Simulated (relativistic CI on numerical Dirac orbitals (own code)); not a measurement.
## Rb III: calculation against measurement

Calculated at this level of theory: Dirac-Coulomb-Breit CI, orbitals from a KLI potential per configuration, a model potential for QED, valence Slater integrals scaled by 0.85, P86 correlation energy added to each configuration (own radial code, finite nucleus).

Configurations in the expansion (outside the closed core [Ar] 3d10): 4s2 4p5, 4s 4p6, 4s2 4p4 4d, 4s2 4p4 4f, 4s2 4p4 5s, 4s 4p5 4d, 4s2 4p4 5p, 4s2 4p4 6s, 4s2 4p4 5d, 4s 4p5 4f, 4s2 4p4 6p, 4s2 4p4 7s, 4s2 4p4 6d, 4s2 4p4 5f, 4s2 4p4 5g, 4s2 4p4 7p, 4s2 4p4 7d, 4s 4p5 5s, 4s2 4p3 4d 4f, 4s2 4p3 4d2, 4s2 4p2 4d3, 4s2 4p2 4d2 4f, 4s2 4p2 4d2 5s, 4s 4p3 4d3, 4s2 4p2 4d2 5p, 4p5 4d2, 4p4 4d3, 4p4 4d2 4f, 4p4 4d2 5s, 4p4 4d2 5p. Double excitations out of closed p, d and f shells are left out; levels of such configurations are missing from the list, as are those of other unlisted configurations, and high levels can miss mixing partners. These lack a partner that the ground configuration has and come out too high: 4s2 4p4 6s, 4s2 4p4 5d, 4s 4p5 4f, 4s2 4p4 6p, 4s2 4p4 7s.

| Configuration | Term (tabulated) | J | Measured (cm⁻¹) | Computed | Error | Purity (%) |
| --- | --- | --- | --- | --- | --- | --- |
| 4s2 4p5 | 2P° | 3/2 | 0.0 | 0 | 0 | 98 |
| 4s2 4p5 | 2P° | 1/2 | 7374.5 | 7265 | -110 | 98 |
| 4s 4p6 | 2S | 1/2 | 130032.2 | 139876 | 9844 | 61 |
| 4s2 4p4 4d | 4D | 7/2 | 154721.3 | 160873 | 6151 | 93 |
| 4s2 4p4 4d | 4D | 5/2 | 154877.3 | 161099 | 6222 | 92 |
| 4s2 4p4 4d | 4D | 3/2 | 155564.2 | 161844 | 6280 | 91 |
| 4s2 4p4 4d | 4D | 1/2 | 156393.5 | 162731 | 6337 | 92 |
| 4s2 4p4 5s | 4P | 5/2 | 167086.1 | 173899 | 6813 | 75 |
| 4s2 4p4 4d | 4P | 1/2 | 168449.9 | 175277 | 6827 | 71 |
| 4s2 4p4 4d | 2F | 7/2 | 171159.3 | 178084 | 6925 | 73 |
| 4s2 4p4 4d | 4P | 5/2 | 173415.6 | 180308 | 6893 | 63 |
| 4s2 4p4 5s | 4P | 1/2 | 175434.5 | 182558 | 7123 | 83 |
| 4s2 4p4 4d | 2F | 5/2 | 177062.8 | 184236 | 7174 | 69 |
| 4s2 4p4 5s | 2P | 1/2 | 179095.9 | 186429 | 7333 | 93 |
| 4s2 4p4 4d | 2F | 5/2 | 186615.8 | 194050 | 7434 | 69 |
| 4s2 4p4 5s | 2D | 3/2 | 187167.8 | 194959 | 7791 | 90 |
| 4s2 4p4 4d | 2F | 7/2 | 188488.3 | 195808 | 7320 | 97 |
| 4s2 4p4 5p | 4P° | 5/2 | 198108.0 | 203287 | 5179 | 83 |
| 4s2 4p4 5p | 4P° | 3/2 | 198339.8 | 203567 | 5227 | 72 |
| 4s2 4p4 5p | 4P° | 1/2 | 200471.5 | 205713 | 5241 | 60 |
| 4s2 4p4 5p | 4D° | 7/2 | 200904.9 | 206597 | 5693 | 94 |
| 4s2 4p4 5p | 2D° | 5/2 | 201148.9 | 207030 | 5881 | 63 |
| 4s2 4p4 5s | 2S | 1/2 | 204096.3 | 212294 | 8197 | 77 |
| 4s2 4p4 5p | 4D° | 1/2 | 206380.7 | 212025 | 5644 | 89 |
| 4s2 4p4 5p | 4D° | 3/2 | 206465.5 | 212072 | 5606 | 61 |
| 4s2 4p4 5p | 4D° | 5/2 | 206877.5 | 212537 | 5659 | 58 |
| 4s2 4p4 5p | 4S° | 3/2 | 209327.2 | 214488 | 5161 | 65 |
| 4s2 4p4 5p | 2S° | 1/2 | 209717.0 | 215442 | 5725 | 72 |
| 4s2 4p4 5p | 2F° | 5/2 | 216235.4 | 222692 | 6456 | 91 |
| 4s2 4p4 5p | 2F° | 7/2 | 217262.4 | 223608 | 6345 | 94 |
| 4s2 4p4 5p | 2P° | 3/2 | 218711.0 | 224448 | 5737 | 83 |
| 4s2 4p4 5p | 2D° | 3/2 | 220856.9 | 226951 | 6094 | 86 |
| 4s2 4p4 5p | 2D° | 5/2 | 221044.6 | 227087 | 6043 | 95 |
| 4s2 4p4 5p | 2P° | 1/2 | 222301.4 | 228071 | 5770 | 96 |
| 4s2 4p4 6s | 4P | 5/2 | 241129.0 | 251089 | 9960 | 84 |
| 4s2 4p4 5d | 4D | 7/2 | 241489.0 | 251329 | 9840 | 74 |
| 4s2 4p4 5d | 4D | 5/2 | 241669.0 | 251518 | 9849 | 63 |
| 4s2 4p4 5d | 2F | 7/2 | 243773.0 | 253424 | 9651 | 65 |
| 4s2 4p4 6s | 4P | 3/2 | 247709.0 | 257784 | 10075 | 71 |
| 4s2 4p4 6s | 4P | 1/2 | 247807.0 | 257853 | 10046 | 89 |
| 4s2 4p4 5d | 4F | 3/2 | 249217.0 | 258926 | 9709 | 80 |
| 4s2 4p4 5d | 2D | 5/2 | 252829.0 | 263866 | 11037 | 68 |
| 4s2 4p4 6s | 2D | 5/2 | 258798.0 | 269395 | 10597 | 93 |

Measured levels from measured levels as listed in Zhang, Palmeri and Quinet, Eur. Phys. J. D 68, 104 (2014); pairs were made by configuration, J and term (by order where the table uses no LS term), so strongly mixed levels may be paired wrongly.

Mean error by configuration (cm⁻¹): 4s2 4p5 -110; 4s 4p6 9844; 4s2 4p4 4d 6756; 4s2 4p4 5s 7452; 4s2 4p4 5p 5716; 4s2 4p4 6s 10170; 4s2 4p4 5d 10017. Over the excited levels the mean absolute error is 7071 cm⁻¹ (42 of the 69 excited levels that our extract of the source holds in range could be paired, and the others can miss by more), and the median relative error of those above 1,000 cm⁻¹ is 4 %.
